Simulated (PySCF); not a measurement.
## Rh: electron affinity

Rh⁻ [Kr] 4d8 5s2 (3F) → Rh [Kr] 4d8 5s1 (4F), as a difference of total energies. Calculation: PySCF 2.14, in aug-cc-pwCVDZ-PP with ECP28MDF (6s6p5d3f, 70 functions); scalar relativity through the core potential. Correlated levels: valence and next inner shell: nothing frozen outside the core potential. The calculations carry no spin-orbit coupling.

| method | electron affinity (eV) | difference from reference (eV) |
| --- | --- | --- |
| UHF | -0.076 | -1.219 |
| MP2 (valence and next inner shell) | 0.797 | -0.346 |
| SCS-MP2 (valence and next inner shell) | 0.847 | -0.296 |
| CCSD (valence and next inner shell) | 0.924 | -0.219 |
| CCSD(T) (valence and next inner shell) | 1.069 | -0.074 |

Reference: 1.143 eV (measured; photodetachment measurements, as compiled on the Wikipedia data page of electron affinities).

The reference lies between the lowest fine-structure levels, while these numbers refer to the centres of the terms.

Errors of the correlated levels include the incompleteness of this basis.

A negative affinity means that the anion lies above the atom at that level of theory.

The coupled-cluster amplitudes are large for Rh⁻ (T1 above 0.03 or a double amplitude above 0.15), so a single reference is strained.
